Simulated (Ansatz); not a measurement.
The cluster Ba₃⁻, relaxed as a doublet with UKS PBE0/def2-TZVPD in Ansatz, starting from the GFN2-xTB geometry. Force threshold 0.02 eV/Å.

In the def2 sets Ba takes a core potential; there is no spin–orbit coupling. The charge -1 doublet is spin-contaminated (final ⟨S²⟩ up to 1.13, 0.75 for a pure state). The relaxation made no stability test and no search for a lower SCF solution. The structure comes from a short search, and lower isomers may exist.

Start:

```xyz
3

Ba   -1.2761    1.9803   -1.9150
Ba    2.6685   -1.0887   -0.6176
Ba   -1.3924   -0.8915    2.5326
```

```
        step  energy (eV)  largest force component (eV/Å)  SCF passes
           1   -2078.9083                           0.332          26
           2   -2078.9460                           0.329          29
           3   -2079.1366                           0.263          36
           4   -2079.2469                           0.069          39
           5   -2079.2486                           0.053          37
6 (rejected)   -2079.2460                           0.072          37
           7   -2079.2516                           0.007          36
```

Force components are those of the run's own axes.

End:

```xyz
3

Ba   -1.108    1.673   -1.593
Ba    2.322   -0.944   -0.543
Ba   -1.215   -0.729    2.135
```

By distances, no bond broke or formed, bridged metal pairs apart. The bond that changes most is Ba1–Ba3, from 5.30 to 4.44 Å (atoms count from 1). Metal–metal contacts that move far: Ba1–Ba3 5.30 to 4.44 Å, Ba1–Ba2 5.16 to 4.44 Å, Ba2–Ba3 5.14 to 4.44 Å. The end is the same structure that another start reached, the lowest one found.

No frequencies were taken in this run, so the end may be a saddle point.

It took 16 s on 4 threads of Arm Neoverse V2 on a shared host.
